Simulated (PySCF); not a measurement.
Molecule: C₃H₁₃NSi₂ (charge 0, singlet). SMILES: CN(C)[SiH2][SiH2]C
Structure (B3LYP-D3(BJ)/def2-TZVP (Ansatz) minimum search):
```xyz
19

C      2.2208     1.5154     0.0924
Si     1.7999    -0.1259    -0.7283
Si    -0.0813    -1.1030     0.2771
N     -1.3704     0.0498     0.3444
C     -2.4544    -0.1009     1.2985
C     -1.7474     0.8224    -0.8243
H      1.3770     2.2039     0.0234
H      2.4458     1.3693     1.1503
H      3.0858     1.9848    -0.3790
H      2.9429    -1.0706    -0.6147
H      1.5577     0.0884    -2.1807
H      0.2166    -1.4829     1.6825
H     -0.4237    -2.3740    -0.4353
H     -2.8211     0.8818     1.6159
H     -3.3090    -0.6545     0.8823
H     -2.1085    -0.6317     2.1856
H     -2.0968     1.8179    -0.5284
H     -2.5533     0.3476    -1.4027
H     -0.8956     0.9538    -1.4930
```

Dispersion corrections to the total energy (kcal/mol) from the dftd3 and dftd4 libraries through PySCF: D3(BJ) without and D4 with the three-body term, each with the damping fitted for the functional named.

| functional | D3(BJ) | D4 |
|---|---|---|
| B2GP-PLYP | -7.84 | -4.62 |
| B3LYP | -18.92 | -16.85 |
| B2PLYP | -9.11 | -7.47 |
| CAM-B3LYP | ___ | -9.28 |
| r2SCAN | ___ | -2.86 |
| BLYP | -22.98 | ___ |
| revPBE | -26.15 | -31.07 |

**Question.** What belongs in the gaps?

**Answer.** 
- CAM-B3LYP, D3(BJ): -9.17
- r2SCAN, D3(BJ): -3.35
- BLYP, D4: -22.71
